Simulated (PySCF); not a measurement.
Geometries of 2 isomers of C5H3F3, from PySCF 2.14.0, PBE0-D3(BJ)/def2-SVP geometry optimisation, gas phase. One conformer each, no zero-point energy, no frequencies.

Question: Which isomer lies lower at this level?
A.
```xyz
11
angstrom
F     -2.434   -0.920   -0.528
C     -1.176   -0.601   -0.877
F     -1.184    0.691   -1.237
F     -0.913   -1.315   -1.985
C     -0.207   -0.876    0.209
C      0.528    0.089    0.764
C      0.943    1.451    0.881
C      1.507    0.568    1.689
H     -0.128   -1.913    0.538
H      0.851    2.479    0.537
H      2.211    0.359    2.492
```
B.
```xyz
11
angstrom
C      2.437    0.516    0.555
C      1.287    0.800    0.293
C     -0.046    1.179   -0.014
C     -1.068    0.343   -0.249
C     -0.958   -1.154   -0.221
F     -0.590   -1.606    0.981
F     -0.068   -1.609   -1.104
F     -2.138   -1.708   -0.515
H      3.453    0.251    0.786
H     -0.243    2.256   -0.059
H     -2.061    0.734   -0.479
```

Answer: B. That is `C#C/C=C\C(F)(F)F`, 6.9 kcal/mol below the other.

```tsv
SMILES	atoms numbered as above	E (Eh)	relative (kcal/mol)	relative (kJ/mol)	dipole (D)
C#C/C=C\C(F)(F)F	[CH:1]#[C:2]/[CH:3]=[CH:4]\[C:5]([F:6])([F:7])[F:8]	-490.90448	0.0	0.0	2.15
FC(F)(F)C=C1C=C1	[F:1][C:2]([F:3])([F:4])[CH:5]=[C:6]1[CH:7]=[CH:8]1	-490.89345	6.9	28.9	4.59
```

As drawn, the lower has a C≡C bond, which the higher lacks; the higher has a three-membered ring, which the lower lacks.
